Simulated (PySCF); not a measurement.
PySCF input (M06-2X/def2-TZVPD):

```python
from pyscf import gto, scf, dft

mol = gto.M(
    atom='''
    Si    0.20996450    0.34372831   -0.11948282
    F     0.69613483   -0.83674561   -1.09244979
    F     0.76045455   -0.03005447    1.34126771
    C    -1.65956697    0.33570225   -0.06741339
    H    -2.07110698    0.53323382   -1.05733286
    H    -2.02659060    1.09155362    0.62706973
    H    -1.99370794   -0.64999649    0.26814170
    ''',
    basis='def2-tzvpd',
    charge=0,
    spin=1,
    verbose=4,
)

mf = dft.UKS(mol, xc='m062x').density_fit(auxbasis='def2-universal-jkfit')
mf.grids.level = 4
mf.conv_tol = 1e-9
mf.max_cycle = 100
mf.max_memory = 1500
mf.kernel()
if not mf.converged:
    mf = mf.newton()
    mf.kernel(mf.make_rdm1())
for _ in range(2):
    mo, _, stable, _ = mf.stability(return_status=True)
    if stable:
        break
    mf.kernel(mf.make_rdm1(mo, mf.mo_occ))
mf.analyze()
```

End of the output:

```
Extra cycle  E= -529.195702314975  delta_E= -1.41e-11  |g|= 2.75e-06  |ddm|= 2.18e-05
converged SCF energy = -529.195702314975  <S^2> = 0.75208589  2S+1 = 2.0020848
uhf_internal: lowest eigs of H = [0.39985948 0.42649817 0.43021874]
<class 'pyscf.df.df_jk.DFUKS'> wavefunction is stable in the internal stability analysis
**** SCF Summaries ****
Total Energy =                        -529.195702314974824
Nuclear Repulsion Energy =             171.209206370565681
One-electron Energy =                -1073.912680473699538
Two-electron Energy =                  373.507771788159118
Two-electron Coulomb Energy =          421.917596088705011
DFT Exchange-Correlation Energy =      -48.409824300545885
HOMO-LUMO gap [eV] =                     4.839127160552176
**** MO energy ****
                             alpha | beta                alpha | beta
MO #1   energy= -67.0858171864045  | -67.0805440313973  occ= 1 | 1
MO #2   energy= -25.2451182722525  | -25.2433789755884  occ= 1 | 1
MO #3   energy= -25.2451070138324  | -25.24336646423    occ= 1 | 1
MO #4   energy= -10.5431384461965  | -10.5415247256216  occ= 1 | 1
MO #5   energy= -5.61602275308735  | -5.61164199555566  occ= 1 | 1
MO #6   energy= -3.93007268391936  | -3.92445615048017  occ= 1 | 1
MO #7   energy= -3.92639720988611  | -3.92295927112252  occ= 1 | 1
MO #8   energy= -3.92459365631301  | -3.91813337170758  occ= 1 | 1
MO #9   energy= -1.34926790881518  | -1.34384596976209  occ= 1 | 1
MO #10  energy= -1.33165607002467  | -1.32646737102499  occ= 1 | 1
MO #11  energy= -0.817785669529123 | -0.810697118788127 occ= 1 | 1
MO #12  energy= -0.656713163577336 | -0.64390982852117  occ= 1 | 1
MO #13  energy= -0.594308218247519 | -0.586882199720378 occ= 1 | 1
MO #14  energy= -0.567163760250489 | -0.560507860614685 occ= 1 | 1
MO #15  energy= -0.562993780191938 | -0.552649199721908 occ= 1 | 1
MO #16  energy= -0.539314354223404 | -0.530227845030493 occ= 1 | 1
MO #17  energy= -0.521458115916757 | -0.519281897008316 occ= 1 | 1
MO #18  energy= -0.494824496842147 | -0.488934600818907 occ= 1 | 1
MO #19  energy= -0.488031124415027 | -0.486223298359954 occ= 1 | 1
MO #20  energy= -0.446255660932972 | -0.425696491867392 occ= 1 | 1
MO #21  energy= -0.280652068352914 | -0.10281742380392  occ= 1 | 0
MO #22  energy= 0.0173491213648792 | 0.0177701251338891 occ= 0 | 0
MO #23  energy= 0.0325636134953524 | 0.0291232688104546 occ= 0 | 0
MO #24  energy= 0.0406103516611135 | 0.0313226926897976 occ= 0 | 0
MO #25  energy= 0.0618012940667703 | 0.0577165928961764 occ= 0 | 0
MO #26  energy= 0.0811511236524307 | 0.0748114305120699 occ= 0 | 0
MO #27  energy= 0.0814291316961585 | 0.0805734753396658 occ= 0 | 0
MO #28  energy= 0.0852362004910994 | 0.0853719684123095 occ= 0 | 0
MO #29  energy= 0.0954569994763375 | 0.0890173410987352 occ= 0 | 0
MO #30  energy= 0.108346192876781  | 0.101732865731753  occ= 0 | 0
MO #31  energy= 0.119949870814107  | 0.118789061433926  occ= 0 | 0
MO #32  energy= 0.121210764973353  | 0.124649531376212  occ= 0 | 0
MO #33  energy= 0.137429294075365  | 0.131217303933044  occ= 0 | 0
MO #34  energy= 0.154070234900886  | 0.149992406144852  occ= 0 | 0
MO #35  energy= 0.162924269095313  | 0.159785309227731  occ= 0 | 0
MO #36  energy= 0.178052083839279  | 0.163091996834133  occ= 0 | 0
MO #37  energy= 0.181482013973484  | 0.168678432034999  occ= 0 | 0
MO #38  energy= 0.190326762495376  | 0.183607280063155  occ= 0 | 0
MO #39  energy= 0.192738101791728  | 0.200201454563596  occ= 0 | 0
MO #40  energy= 0.217142447501648  | 0.204856875077327  occ= 0 | 0
MO #41  energy= 0.22473632087241   | 0.218846396236046  occ= 0 | 0
MO #42  energy= 0.22833108279487   | 0.225356621534232  occ= 0 | 0
MO #43  energy= 0.255653809982232  | 0.250745660166599  occ= 0 | 0
MO #44  energy= 0.266403981798476  | 0.267189303899651  occ= 0 | 0
MO #45  energy= 0.268470756431688  | 0.269060347701605  occ= 0 | 0
MO #46  energy= 0.28280421673806   | 0.285067987672273  occ= 0 | 0
MO #47  energy= 0.28865536744721   | 0.285627083661106  occ= 0 | 0
MO #48  energy= 0.302056564103771  | 0.300383095327795  occ= 0 | 0
MO #49  energy= 0.320879276524218  | 0.315489938031569  occ= 0 | 0
MO #50  energy= 0.325861445796923  | 0.321664097259002  occ= 0 | 0
MO #51  energy= 0.338917768488604  | 0.328772357044454  occ= 0 | 0
MO #52  energy= 0.355356395544875  | 0.346872860943365  occ= 0 | 0
MO #53  energy= 0.357442219034461  | 0.361330907250318  occ= 0 | 0
MO #54  energy= 0.371302837880222  | 0.364367142982988  occ= 0 | 0
MO #55  energy= 0.372085548856059  | 0.368572381631     occ= 0 | 0
MO #56  energy= 0.407510789865874  | 0.392523953754316  occ= 0 | 0
MO #57  energy= 0.416121791702696  | 0.409139301747818  occ= 0 | 0
MO #58  energy= 0.438547015030821  | 0.435631851145004  occ= 0 | 0
MO #59  energy= 0.441011646297793  | 0.439939598644204  occ= 0 | 0
MO #60  energy= 0.446107616893717  | 0.440892011437692  occ= 0 | 0
MO #61  energy= 0.476256166294626  | 0.464730413166027  occ= 0 | 0
MO #62  energy= 0.487008365915302  | 0.486216512982262  occ= 0 | 0
MO #63  energy= 0.500909268456725  | 0.489618369312708  occ= 0 | 0
MO #64  energy= 0.508275991703702  | 0.506018050691078  occ= 0 | 0
MO #65  energy= 0.541224453856062  | 0.533192904192549  occ= 0 | 0
MO #66  energy= 0.591014330387797  | 0.578621262771074  occ= 0 | 0
MO #67  energy= 0.61008825126272   | 0.584049323167848  occ= 0 | 0
MO #68  energy= 0.614588434051783  | 0.603533433048971  occ= 0 | 0
MO #69  energy= 0.642479357131816  | 0.622576886654484  occ= 0 | 0
MO #70  energy= 0.645482014379519  | 0.636337777400305  occ= 0 | 0
MO #71  energy= 0.669512040751125  | 0.663171262398241  occ= 0 | 0
MO #72  energy= 0.66994735565321   | 0.66747159045866   occ= 0 | 0
MO #73  energy= 0.682721060449352  | 0.676352394646992  occ= 0 | 0
MO #74  energy= 0.695215760957734  | 0.690265218117992  occ= 0 | 0
MO #75  energy= 0.717237789285261  | 0.707646348295428  occ= 0 | 0
MO #76  energy= 0.717382007252674  | 0.711905136217531  occ= 0 | 0
MO #77  energy= 0.725932695476123  | 0.717926282631332  occ= 0 | 0
MO #78  energy= 0.730731376855166  | 0.730105245500877  occ= 0 | 0
MO #79  energy= 0.748937205654426  | 0.736725477634519  occ= 0 | 0
MO #80  energy= 0.77386078196274   | 0.76626060568659   occ= 0 | 0
MO #81  energy= 0.789673096156824  | 0.776720167319653  occ= 0 | 0
MO #82  energy= 0.814559302521006  | 0.797314633499169  occ= 0 | 0
MO #83  energy= 0.921835086658143  | 0.912047607365702  occ= 0 | 0
MO #84  energy= 0.927830366936981  | 0.923685297613774  occ= 0 | 0
MO #85  energy= 0.991107376154579  | 0.960866856120357  occ= 0 | 0
MO #86  energy= 1.00970447554983   | 0.989733803384473  occ= 0 | 0
MO #87  energy= 1.02652957591172   | 1.01593327054852   occ= 0 | 0
MO #88  energy= 1.04490748484681   | 1.03955444115915   occ= 0 | 0
MO #89  energy= 1.06247922557008   | 1.05359915934892   occ= 0 | 0
MO #90  energy= 1.07682718163915   | 1.06585229919559   occ= 0 | 0
MO #91  energy= 1.09447504832186   | 1.08294646674011   occ= 0 | 0
MO #92  energy= 1.10644696989161   | 1.09265697323154   occ= 0 | 0
MO #93  energy= 1.12700405177546   | 1.12250623762293   occ= 0 | 0
MO #94  energy= 1.13727015072423   | 1.13493659930584   occ= 0 | 0
MO #95  energy= 1.15093366790094   | 1.13798067167876   occ= 0 | 0
MO #96  energy= 1.17456534630187   | 1.14951849029843   occ= 0 | 0
MO #97  energy= 1.2596625639612    | 1.24566445060065   occ= 0 | 0
MO #98  energy= 1.26089868947426   | 1.25097024849096   occ= 0 | 0
MO #99  energy= 1.3143172065675    | 1.30677260015326   occ= 0 | 0
MO #100 energy= 1.36291296960008   | 1.35005318693574   occ= 0 | 0
MO #101 energy= 1.40513450254258   | 1.38800089315833   occ= 0 | 0
MO #102 energy= 1.4136752761265    | 1.41002145637012   occ= 0 | 0
MO #103 energy= 1.42823137298099   | 1.41277837947107   occ= 0 | 0
MO #104 energy= 1.45277105095238   | 1.45126317139517   occ= 0 | 0
[...]
```

It need not be the lowest isomer of its formula.
